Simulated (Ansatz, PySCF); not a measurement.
Species: C$_{3}$H$_{3}$O$_{2}$ (charge 0, doublet). It need not be the lowest isomer of its formula. 
Geometry from a B3LYP-D3(BJ)/def2-TZVP (Ansatz, a quantum-chemistry and plane-wave program) optimisation:
```
C
O 1 1.2501
C 1 1.3938 2 116.50
O 3 1.1553 2 145.87 1 -180.00
C 1 1.5052 2 125.20 3 180.00
H 5 1.0913 1 112.24 2 180.00
H 5 1.0915 6 108.99 1 -121.08
H 5 1.0915 6 108.99 7 -117.84
```
Charge 0, spin multiplicity 2.

Total electronic energies in hartree. Cores are frozen in the correlated levels unless marked. Open shells are spin-unrestricted. No spin-orbit coupling. No relativistic terms. Basis-set limits of correlation are two-point, X^-3; Hartree-Fock from the larger set. [CCSD(T)-MP2]/basis is that difference in the basis named.

```csv
level,program,energy (Eh)
PBE0/def2-TZVPD,PySCF,-266.31584
r2SCANh/def2-TZVPD,Ansatz,-266.45973
CAM-B3LYP/def2-TZVPD,Ansatz,-266.50298
B2GP-PLYP-D4/def2-TZVPD,Ansatz + dftd4,-266.36337
B2GP-PLYP/def2-TZVPD,Ansatz,-266.36141
MP2/6-31G,Ansatz,-265.37228
SCS-MP2/cc-pVTZ,Ansatz,-266.00039
CCSD(T)/STO-3G,Ansatz,-261.86268
"RI-MP2/CBS(cc-pVTZ,cc-pVQZ)+[CCSD(T)-MP2]/cc-pVTZ",Ansatz,-266.2194
```

Totals of different functionals don't rank their quality; only differences between species are comparable.
